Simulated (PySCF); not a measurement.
Si(H)(F)(Br)(Vi), SMILES C=C[SiH](F)Br (PBE0/def2-SVP optimised geometry):

```
9

Si    -0.584    -0.706     0.000
F      1.039    -0.706     0.000
Br    -1.283    -1.626     1.892
C     -1.142    -1.710    -1.447
C     -0.265    -2.254    -2.299
H     -1.039     0.706     0.000
H     -2.217    -1.867    -1.606
H      0.815    -2.123    -2.169
H     -0.585    -2.853    -3.158
```

Method: PBE0/def2-TZVP (PySCF 2.14.0).

Task: What are the frontier orbital energies and the dipole moment?

Result: HOMO-2 -8.86 eV, HOMO-1 -8.60 eV, HOMO -8.39 eV, LUMO -1.13 eV, LUMO+1 0.23 eV; dipole moment 2.16 D.

On the same geometry PySCF with PBE/def2-TZVP gives HOMO-2 -7.57 eV, HOMO-1 -7.38 eV, HOMO -7.17 eV, LUMO -2.10 eV, LUMO+1 -0.65 eV; dipole moment 2.04 D.

Meta-Löwdin charges at PBE0/def2-TZVP: Si1 1.05, F2 -0.50, Br3 -0.26, C4 -0.39, C5 -0.20, H6 -0.10, H7 0.14, H8 0.13, H9 0.13.
